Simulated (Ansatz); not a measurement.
Ansatz (a first-principles code) input (RI-MP2/aug-cc-pVTZ):
A basis named .json is the Basis Set Exchange file of that set.

Ansatz 0.2 input:
```yaml
crystal:
  periodic: [false, false, false]
  atoms:
    - {symbol: Ga, position_ang: [-0.00000000, -0.00000000, -0.05278277]}
    - {symbol: H, position_ang: [0.00000000, 0.00000000, 1.63626580]}
basis:
  gaussian:
    orbitals: aug-cc-pVTZ
    fitting: {mean_field: def2-universal-jkfit, correlation: aug-cc-pVTZ-RIFIT.json}
magnetization: {spin_polarized: true, initial_magnetization: 2}
correlation: {method: mp2, electrons: outside_noble_gas}
```

End of the output:

```
integrals: 0.02 GiB planned
284 factors; integrals over basis functions are off by at most 1.2e0 eV
237 factors; integrals over basis functions are off by at most 1.3e2 eV
mean field: 0.13 GiB planned
mean field evaluation 1: about -52348.1968 eV, gradient 5.2e0 eV
mean field evaluation 2: about -52348.6597 eV, gradient 2.4e0 eV
mean field evaluation 4: about -52348.8239 eV, gradient 5.4e-1 eV
mean field evaluation 8: about -52348.8430 eV, gradient 4.0e-6 eV
mean field evaluation 16: about -52348.8430 eV, gradient 4.0e-6 eV
mean field -52348.84301077 eV, -1923.7844973255 hartree, gradient 4.0e-6 eV, S^2 2.021833; 2 other end points of the search recorded, 0 dependent functions left out
14 core orbitals not correlated
reference -52348.84301077 eV, -1923.7844973255 hartree; 3, 1 occupied and 65, 67 virtual orbitals, 237 factors
second order -1.14918339 eV of doubles, -0.00000000 eV of singles
Total energy: -52349.99219416 eV, -1923.8267290361 hartree
```

This state (charge 0, triplet) is run at the relaxed geometry of the species with charge 0 and multiplicity 1, and is a spin state other than that species' own.
